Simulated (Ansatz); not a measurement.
```yaml
crystal:
  periodic: [false, false, false]
  atoms:
    - {symbol: Si, position_ang: [-1.086631, 0.919960, 0.045214]}
    - {symbol: C, position_ang: [0.569188, 0.320461, -0.303904]}
    - {symbol: Al, position_ang: [0.412369, -0.902990, 1.167298]}
    - {symbol: Si, position_ang: [0.606905, -1.065435, -0.997861]}
    - {symbol: H, position_ang: [-2.080405, 1.170317, -0.504792]}
    - {symbol: H, position_ang: [-0.818557, 2.370111, 0.922036]}
    - {symbol: H, position_ang: [-1.214614, 0.166344, 1.220921]}
    - {symbol: H, position_ang: [1.348609, 1.011009, -0.722174]}
    - {symbol: H, position_ang: [0.399841, -0.919036, 2.859668]}
    - {symbol: H, position_ang: [1.940103, -1.814742, -1.616854]}
    - {symbol: H, position_ang: [-0.452767, -1.610654, -2.262390]}
basis:
  gaussian: {orbitals: cc-pVTZ-DK}
magnetization: {spin_polarized: true, initial_magnetization: 6}
hamiltonian: {xc: {name: PBE}}
output: {forces: true}
```

```sh
$ ansatz run in.yaml --threads 2 --pin off --events-out ev --progress --plain --max-ram 4352MiB
```

It prints (some lines left out):

```
Functional definition: PBE
1393 factors; their error is unknown
mean field evaluation 1: about -23495.4610 eV, gradient 6.3e1 eV
mean field evaluation 2: about -23363.4010 eV, gradient 1.3e2 eV
mean field evaluation 4: about -23494.7084 eV, gradient 4.4e1 eV
mean field evaluation 8: about -23517.0564 eV, gradient 3.1e0 eV
mean field evaluation 16: about -23517.1181 eV, gradient 1.8e-1 eV
mean field evaluation 32: about -23517.1183 eV, gradient 3.6e-5 eV
mean field -23517.11829422 eV, -864.2381568371 hartree, gradient 1.0e-5 eV, S^2 12.011009; 10 other end points of the search recorded, 0 dependent functions left out
reference -23517.11835056 eV, -864.2381589078 hartree; 30, 24 occupied and 200, 206 virtual orbitals, 1393 factors
Total energy: -23517.11835056 eV, -864.2381589078 hartree
Relativity: scalar
Atom 0 at    -1.086631     0.919960     0.045214 Å, force     8.002188    -2.418637     3.646641 eV/Å
Atom 1 at     0.569188     0.320461    -0.303904 Å, force     1.382433    10.846703     1.558561 eV/Å
Atom 2 at     0.412369    -0.902990     1.167298 Å, force     0.518994    -2.059466     4.755761 eV/Å
Atom 3 at     0.606905    -1.065435    -0.997861 Å, force    -0.180108   -11.185818    -8.309183 eV/Å
Atom 4 at    -2.080405     1.170317    -0.504792 Å, force   -10.143770     3.377857    -6.376331 eV/Å
Atom 5 at    -0.818557     2.370111     0.922036 Å, force     0.276308     0.775470     0.477804 eV/Å
Atom 6 at    -1.214614     0.166344     1.220921 Å, force    -0.894786    -0.903411     2.653811 eV/Å
Atom 7 at     1.348609     1.011009    -0.722174 Å, force     0.108631     0.031562     0.588157 eV/Å
Atom 8 at     0.399841    -0.919036     2.859668 Å, force     0.172904     0.448194     0.914919 eV/Å
Atom 9 at     1.940103    -1.814742    -1.616854 Å, force     0.010189     0.235383    -0.372990 eV/Å
Atom 10 at    -0.452767    -1.610654    -2.262390 Å, force     0.747017     0.852164     0.462849 eV/Å
Dipole moment:    -0.086057     0.271816    -0.398200 e Å
```

In this input the spin is set far too high for this molecule. The calculation finished and met its thresholds. The result belongs to that input, not to the molecule as meant.
